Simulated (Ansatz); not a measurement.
`[NH2][Ge][Br]` + CH₃OH → `C[O][Ge][NH2]` + HBr at 700 K and 1 bar (ligand exchange at a Ge–Br bond).

Isolated molecules relaxed with PBE0-D4/def2-TZVP in Ansatz; ΔE leaves out vibrations. CBS: MP2 limit from def2 TZ/QZ plus the TZ coupled-cluster correction, frozen cores. This one scheme is used for every species. For Br, Ge outer-core shells are correlated without core-valence functions, which leaves a few kJ/mol of doubt a bond. Scalar relativity is left out up to krypton. Each species was taken in one conformer, which may not be the lowest.

```csv
species,CCSD(T)/CBS energy (Eh),H − E (kJ/mol),S (J/(mol·K))
`[NH2][Ge][Br]`,-4705.39826,114.9,372.6
CH₃OH,-115.61712,170.8,288.5
`C[O][Ge][NH2]`,-2247.07620,242.5,427.8
HBr,-2573.91920,36.5,223.7
```

H − E and S are ideal-gas, rigid-rotor, harmonic terms from PBE0-D4/def2-TZVP, for one conformer and one mirror image of each species. 1 Eh = 2625.50 kJ/mol, R = 8.31446 J/(mol·K).

Problem. By hand: ΔE, ΔH, ΔS and ΔG.

Solution. ΔE = (-2247.07620) + (-2573.91920) − (-4705.39826) − (-115.61712) = 0.01998 Eh = 52.5 kJ/mol. Δ(H − E) = 242.5 + 36.5 − 114.9 − 170.8 = -6.7, so ΔH = 45.8 kJ/mol. ΔS = 427.8 + 223.7 − 372.6 − 288.5 = -9.6 J/(mol·K). ΔG = 45.8 − 700 × (-9.6)/1000 = 52.5 kJ/mol.

Problem. By hand: the equilibrium constant, and the temperature at which ΔG would vanish if ΔH and ΔS stayed fixed.

Solution. log₁₀ K = −ΔG/(RT ln 10) = -3.9. ΔH and −TΔS have one sign here, so there is no such temperature.

The number of gas molecules stays the same, so ΔS is small and ΔH decides. A doubt of 5 kJ/mol in ΔE shifts log₁₀ K by 0.4 here. Other conformers and mirror images would add mixing entropy, several J/(mol·K) or more a flexible species. These are equilibria of isolated gas molecules and say nothing of rates. Largest T1 diagnostic: 0.014 (customary marks: 0.02 for closed shells, 0.045 for open ones).

ΔS is within the doubt of such terms, so its sign, and with it that verdict, could turn.
